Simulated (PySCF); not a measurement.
Mo(OH)F5 (singlet state).
Cartesian coordinates in Å at the PBE0-D3(BJ)/def2-SVP level; atoms count from 1:
```
atom  x, y, z in Å
Mo1    0.050   -0.028   -0.314
O2    -0.120    0.056    1.475
H3    -0.240    0.121    2.429
F4     0.211   -0.108   -2.131
F5     1.878   -0.038   -0.223
F6    -1.763   -0.026   -0.558
F7     0.072    1.796   -0.461
F8     0.049   -1.858   -0.300
```

Theory: PBE0-D3(BJ)/def2-SVP geometry optimisation, gas phase, def2 core potentials past Kr (PySCF).

(1) Which atoms are bound to Mo1, and at what distances?

(2) List the angles at Mo1.

(3) What is the shape at Mo1?

(4) What are the other bond lengths?

## Answers

(1) 6 atoms: O2 1.799 Å, F4 1.825 Å, F8 1.829 Å, F5 1.829 Å, F7 1.830 Å, F6 1.830 Å. The nearest atom not counted as bound is H3, at 2.76 Å.

(2) 
| angle | degrees | distance of the outer atoms (Å) |
| --- | --- | --- |
| O2–Mo1–F4 | 179.6 | 3.62 |
| F7–Mo1–F8 | 175.8 | 3.66 |
| F5–Mo1–F6 | 175.2 | 3.66 |
| O2–Mo1–F5 | 92.6 | 2.62 |
| O2–Mo1–F8 | 92.3 | 2.62 |
| O2–Mo1–F6 | 92.2 | 2.62 |
| O2–Mo1–F7 | 92.0 | 2.61 |
| F6–Mo1–F8 | 90.1 | 2.59 |
| F6–Mo1–F7 | 90.0 | 2.59 |
| F5–Mo1–F7 | 89.9 | 2.58 |
| F5–Mo1–F8 | 89.7 | 2.58 |
| F4–Mo1–F8 | 87.9 | 2.54 |
| F4–Mo1–F7 | 87.9 | 2.54 |
| F4–Mo1–F5 | 87.8 | 2.53 |
| F4–Mo1–F6 | 87.4 | 2.53 |

(3) Octahedral: the three widest angles are 179.6°, 175.8° and 175.2°, the others run from 87.4° to 92.6°.

(4) O2–H3 0.964 Å.

Charge 0, singlet. Stationary, but not proved a minimum.

On one thread of an Arm Neoverse V1, shared host with 32 logical CPUs at a one-minute load of 24, this took 93 s and 0.48 GiB of memory at its peak. This is the geometry optimisation.
